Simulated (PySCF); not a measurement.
Partial charges of `F/C=C/CC(F)=C(F)F`

Species: C₅H₄F₄.
SMILES with atom numbers: `[F:1]/[CH:2]=[CH:3]/[CH2:4][C:5]([F:6])=[C:7]([F:8])[F:9]` (hydrogens: H10 on C2; H11 on C3; H12, H13 on C4)

Structure used (GFN2-xTB), in Å, numbered top down from 1:
```
atom  x, y, z in Å
F1    -2.971    0.883    1.238
C2    -1.981    0.780    0.343
C3    -1.241   -0.308    0.252
C4    -0.121   -0.451   -0.737
C5     1.182   -0.632   -0.020
F6     1.364   -1.833    0.558
C7     2.126    0.291    0.109
F8     2.023    1.501   -0.432
F9     3.276    0.157    0.750
H10   -1.889    1.667   -0.267
H11   -1.416   -1.140    0.918
H12   -0.062    0.427   -1.380
H13   -0.293   -1.341   -1.350
```

Density: PBE0/pcSseg-1 (PySCF); schemes: Mulliken, IAO, Hirshfeld and ESP-fitted. The structure is a single GFN2-xTB conformer in the gas phase; no vibrational or solvent corrections.

Task: Do the Mulliken, IAO, Hirshfeld and ESP-fitted schemes agree on where the charge is highest?

Result: All schemes agree: Mulliken C7 (+0.550); IAO C7 (+0.497); Hirshfeld C7 (+0.140); ESP-fitted C7 (+0.296).

Task: At which atom do the 4 schemes differ most?

Result: At C7: from +0.140 (Hirshfeld) to +0.550 e (Mulliken), 0.410 e apart.

Task: Tabulate the Mulliken, IAO, Hirshfeld and ESP-fitted charges.

Result: In e:

```json
{"atom": "F1", "environment": "vinyl fluorine", "Mulliken": "-0.275", "IAO": "-0.266", "Hirshfeld": "-0.086", "ESP-fitted": "-0.150"}
{"atom": "C2", "environment": "vinylic C–F carbon", "Mulliken": "+0.262", "IAO": "+0.145", "Hirshfeld": "+0.041", "ESP-fitted": "-0.024"}
{"atom": "C3", "environment": "alkene CH carbon", "Mulliken": "-0.244", "IAO": "-0.206", "Hirshfeld": "-0.074", "ESP-fitted": "-0.180"}
{"atom": "C4", "environment": "allylic carbon", "Mulliken": "-0.178", "IAO": "-0.276", "Hirshfeld": "-0.072", "ESP-fitted": "-0.287"}
{"atom": "C5", "environment": "vinylic C–F carbon", "Mulliken": "+0.092", "IAO": "+0.193", "Hirshfeld": "+0.044", "ESP-fitted": "+0.042"}
{"atom": "F6", "environment": "vinyl fluorine", "Mulliken": "-0.267", "IAO": "-0.263", "Hirshfeld": "-0.080", "ESP-fitted": "-0.129"}
{"atom": "C7", "environment": "=CF2 carbon", "Mulliken": "+0.550", "IAO": "+0.497", "Hirshfeld": "+0.140", "ESP-fitted": "+0.296"}
{"atom": "F8", "environment": "vinyl fluorine", "Mulliken": "-0.246", "IAO": "-0.247", "Hirshfeld": "-0.066", "ESP-fitted": "-0.126"}
{"atom": "F9", "environment": "vinyl fluorine", "Mulliken": "-0.236", "IAO": "-0.232", "Hirshfeld": "-0.067", "ESP-fitted": "-0.127"}
{"atom": "H10", "environment": "vinylic hydrogen", "Mulliken": "+0.097", "IAO": "+0.152", "Hirshfeld": "+0.061", "ESP-fitted": "+0.188"}
{"atom": "H11", "environment": "vinylic hydrogen", "Mulliken": "+0.138", "IAO": "+0.169", "Hirshfeld": "+0.052", "ESP-fitted": "+0.194"}
{"atom": "H12", "environment": "methylene hydrogen", "Mulliken": "+0.144", "IAO": "+0.165", "Hirshfeld": "+0.052", "ESP-fitted": "+0.133"}
{"atom": "H13", "environment": "methylene hydrogen", "Mulliken": "+0.164", "IAO": "+0.169", "Hirshfeld": "+0.055", "ESP-fitted": "+0.169"}
```

Mean size of the charges over all atoms: IAO 0.229 e, Mulliken 0.223 e, ESP-fitted 0.157 e, Hirshfeld 0.068 e. Each set sums to the total charge, 0, to within 0.001 e. The Hirshfeld scheme weights the molecular density at each point by an atom's share of the summed free-atom densities. The Mulliken scheme counts on each atom the diagonal of the density matrix times the overlap matrix over that atom's basis functions.

Task: Sum the charges by element.

Result: 
```tsv
element	atoms	Mulliken	IAO	Hirshfeld	ESP-fitted
F	4	-1.024	-1.008	-0.298	-0.532
C	5	+0.482	+0.354	+0.079	-0.153
H	4	+0.543	+0.655	+0.220	+0.684
```

Task: How closely do the schemes follow one another over all atoms?

Result: Correlation coefficient and root-mean-square difference: IAO with Hirshfeld 0.99, 0.174 e; Mulliken with IAO 0.97, 0.057 e; Mulliken with Hirshfeld 0.97, 0.180 e; Hirshfeld with ESP-fitted 0.94, 0.110 e; IAO with ESP-fitted 0.92, 0.108 e; Mulliken with ESP-fitted 0.86, 0.135 e.

Task: How many electrons does the IAO scheme count on C4?

Result: Z − q = 6 − (-0.276) = 6.276.
